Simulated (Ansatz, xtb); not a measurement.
**Relative energy of two structures of Al2F4H2S2**

Structure a: a singlet given by its coordinates. Structure b: a singlet given by its coordinates. Both are isolated molecules in the gas phase, relaxed with PBE0-D4/def2-SVP.

a (Å):

```xyz
10

Al   -1.4980   -1.2080   -0.8185
Al    0.5377    0.8353   -1.3887
F    -1.0706   -2.4883    0.1438
F    -0.6855    0.2948   -0.1659
F     2.0359    0.8707   -0.6980
F    -0.1324    2.1187   -2.1921
S    -3.5481   -0.7769   -1.3947
S     0.0881   -1.1051   -2.5851
H    -3.2886    0.5449   -1.5257
H    -0.7376   -0.4874   -3.4628
```

Close contacts (Å): Al1–F3 1.66, Al1–F4 1.83, Al1–S7 2.17, Al1–S8 2.38, Al2–F4 1.81, Al2–F5 1.65, Al2–F6 1.66, Al2–S8 2.32, S7–H9 1.35, S8–H10 1.35.

b (Å):

```
atom    x (Å)    y (Å)    z (Å)
  Al  -1.8997   0.0808  -2.8436
  Al  -1.4363  -0.1086   0.0584
   F  -2.8135  -1.1491  -3.4840
   F  -0.8065  -0.6281  -1.5600
   F  -1.9556  -1.4289   0.9054
   F  -0.3609   1.0000   0.6478
   S  -0.8405   1.5203  -4.0703
   S  -3.1842   0.9519  -1.0424
   H  -0.0449   1.9022  -3.0445
   H  -4.0016  -0.1289  -0.9981
```

Close contacts (Å): Al1–F3 1.66, Al1–F4 1.83, Al1–S7 2.17, Al1–S8 2.38, Al2–F4 1.81, Al2–F5 1.65, Al2–F6 1.65, Al2–S8 2.32, S7–H9 1.35, S8–H10 1.36.

Estimate E(b) − E(a) at the level CCSD(T)/def2-SVP + ΔMP2/def2-TZVPP.

CCSD(T)/def2-SVP + ΔMP2/def2-TZVPP gives E(b) − E(a) = −0.75 kJ/mol, slightly favouring structure b, which is too small a margin to settle the true order.

The same difference at several levels:

```
                             level          geometry  E(b) − E(a) (kJ/mol)  departure from the last row (kJ/mol)  job, with rough time for the two
                  PBE0-D4/def2-SVP  PBE0-D4/def2-SVP                   −0.87                                 −0.12             optimisation, 2.6 min
                       HF/def2-SVP  PBE0-D4/def2-SVP                   −1.90                                 −1.15           part of the CCSD(T) run
                      MP2/def2-SVP  PBE0-D4/def2-SVP                   −1.08                                 −0.33           part of the CCSD(T) run
                  CCSD(T)/def2-SVP  PBE0-D4/def2-SVP                   −1.21                                 −0.46                      single point
CCSD(T)/def2-SVP + ΔMP2/def2-TZVPP  PBE0-D4/def2-SVP                   −0.75                                                   single point, 2.3 min
```

The largest departure from CCSD(T)/def2-SVP + ΔMP2/def2-TZVPP is that of HF/def2-SVP, 1.15 kJ/mol. Levels run at GFN2-xTB geometries aren't shown. The last row adds to CCSD(T) the change of the MP2 difference between the two basis sets, here +0.46 kJ/mol.

With thermal terms from frequencies at re-optimised GFN2-xTB minima (ideal gas, soft modes damped towards free rotors, one conformer each, 298.15 K, 1 atm): the zero-point term adds −0.07 kJ/mol; ΔH is −0.84 and ΔG −0.79 kJ/mol.

The correlated steps freeze 24 core orbitals. Codes used: Ansatz 0.2.0, xtb 6.7.1; the last row on 2 threads of Arm Neoverse V2 on a shared host.
